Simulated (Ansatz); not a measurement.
Worked example: the barrier

An elementary step of SiNH7O4, singlet (SiH₄O₄ ([OH][Si]([OH])([OH])[OH]) + NH₃ → SiNH₅O₃ ([NH2][Si]([OH])([OH])[OH]) + H₂O; bonds formed: O2–H6; dative contacts that become bonds: Si1–N7; bonds broken: Si1–O2, H6–N7). “Start” is the structure reached by relaxing down from the saddle towards the reactants; PBE0-D4/def2-TZVP structures. The saddle:

```xyz
13
angstrom
Si -0.0397 -0.5851 0.1255
O -0.0350 1.5330 0.7892
O 0.1632 -1.9845 -0.7269
O -1.6551 -0.6017 0.3945
O 1.0649 -0.6985 1.3184
H 0.3434 1.3944 -0.5475
N 0.5107 0.5138 -1.2480
H -0.7483 2.1223 1.0386
H -0.1052 -2.7909 -0.2858
H -1.9397 0.1344 0.9387
H 1.0728 0.1374 1.8017
H -0.0977 0.4796 -2.0569
H 1.4658 0.3459 -1.5414
```

Program: Ansatz 0.2.0. Basis: def2-TZVPP and def2-QZVPP. Cores are frozen in the correlated methods.

Energies in eV:

| quantity | saddle | start |
| --- | --- | --- |
| Hartree–Fock, triple zeta (X = 3) | -17612.60149 | -17614.38824 |
| Hartree–Fock, quadruple zeta (X = 4) | -17613.33707 | -17615.12110 |
| MP2 correlation, X = 3 | -36.47453 | -36.13045 |
| MP2 correlation, X = 4 | -39.40308 | -39.04939 |
| CCSD(T) correlation, X = 3 | -38.27419 | -37.97577 |

Question: Work out the barrier at the basis limit: extrapolate Hartree–Fock as E(X) = E∞ + A exp(−7.88 √X) and the MP2 correlation as E(X) = E∞ + B X^−2.97 (the exponents that Neese and Valeev fitted for def2-TZVPP and QZVPP), then add CCSD(T) − MP2 in triple zeta.

Answer: Each step is linear, so take the differences first (saddle − start): Hartree–Fock 1.78675 (X = 3) and 1.78403 (X = 4); MP2 correlation -0.34408 and -0.35369; CCSD(T) correlation -0.29842.
Two points give E∞ = E(4) + w [E(4) − E(3)], with w = 1/(exp(7.88 (2 − √3)) − 1) = 0.1377 for Hartree–Fock and w = 1/((4/3)^2.97 − 1) = 0.7407 for the correlation.
Hartree–Fock: 1.78403 + 0.1377 × (-0.00272) = 1.7837 eV.
MP2 correlation: -0.35369 + 0.7407 × (-0.00961) = -0.3608 eV.
CCSD(T) − MP2: -0.29842 − (-0.34408) = 0.0457 eV.
Sum: 1.7837 + (-0.3608) + 0.0457 = 1.4686 eV, or 33.87 kcal/mol. Plain CCSD(T) in triple zeta gives 1.4883 eV, so the larger basis shifts the result by -0.0197 eV.

The T1 diagnostic stays at or below 0.012.

Labels in which every atom is bracketed show which atoms are joined, not bond orders.

For scale, one of the runs: CCSD(T)/def2-TZVPP, 295 basis functions, launched by `ansatz run in.yaml --threads 8 --pin off --events-out ev --progress --plain --max-ram 19148MiB`. Hardware: 8 CPU threads of an Intel Xeon, shared host. Wall time 4.5 min; peak host memory 10 GiB.
